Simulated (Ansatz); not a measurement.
## RuC: shapes and states compared

Program: Ansatz, Gaussian basis, development build. Basis cc-pwCVTZ-PP on Ru, cc-pVTZ on C, scalar-relativistic core potentials (28 electrons on Ru), no spin–orbit coupling, 1 orbital frozen in the corrections; active space CAS(10,9). Restricted Hartree–Fock, then the lowest state-specific CASSCF solution met for each case. Coupled cluster stands on the determinant that it favours, not always the lowest RHF. Single-reference values can break down or jump between states where bonds are stretched. Unlike active orbitals can shift such differences by tenths of an eV, at times by over 1 eV.

Case A, singlet: bond length 1.8492 Å.

Case B, singlet: bond length 1.6080 Å.

Case C, triplet: bond length 1.6080 Å.

Energy less that of case A, in eV:

| case | RHF/ROHF | CASSCF | CCSD(T) |
| --- | --- | --- | --- |
| B | -1.808 | -0.910 | -0.961 |
| C | -2.449 | -1.038 | -1.065 |

(1) What does SC-NEVPT2 give for these differences?

(2) Which case is lowest, and do the methods agree?

Answers

(1) B: -0.967 eV (-22.3 kcal/mol); C: -1.014 eV (-23.4 kcal/mol).

(2) C is lowest in SC-NEVPT2. Of the methods shown, RHF/ROHF, CASSCF, CCSD(T) agree.
